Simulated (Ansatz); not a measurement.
Consider the redistribution: `O=C[NH][GeH3]` + `O[SiH2]OC(O)F` → `OC(F)[O][GeH3]` + `O=CN[SiH2]O`.

Computed with Ansatz on PBE0-D4/def2-TZVP structures; ΔE is electronic, products minus reactants. CCSD(T)/CBS is the MP2 limit (def2-TZVPP, def2-QZVPP) plus CCSD(T) − MP2 in def2-TZVPP, frozen cores. DFT in def2-TZVPP. B3LYP here is the variant with VWN-RPA as its local correlation; programs differ in this. For Ge outer-core shells are correlated without core-valence functions, which leaves a few kJ/mol of doubt a bond. Scalar relativity is left out up to krypton. One conformer a species, not always the lowest.

(1) Is it downhill or uphill in electronic energy at CCSD(T)/CBS, and by how much? (Estimate.)

(2) What do these levels give: r2SCAN-D4, B3LYP-D4, ωB97X-V, r2SCAN, PBE0, B3LYP, HF/def2-TZVPP, CCSD/def2-TZVPP, HF/def2-QZVPP, MP2/def2-QZVPP, SCS-MP2/def2-QZVPP, MP2/CBS(def2)? (Best estimate.)

Largest T1 diagnostic among the species: 0.015.

## Answers

(1) Ansatz gave: Uphill: ΔE = +0.23 eV.

(2) Ansatz gave: r2SCAN-D4 0.21, B3LYP-D4 0.22, ωB97X-V 0.21, r2SCAN 0.21, PBE0 0.22, B3LYP 0.23, HF/def2-TZVPP 0.25, CCSD/def2-TZVPP 0.23, HF/def2-QZVPP 0.25, MP2/def2-QZVPP 0.23, SCS-MP2/def2-QZVPP 0.23, MP2/CBS(def2) 0.24 eV.
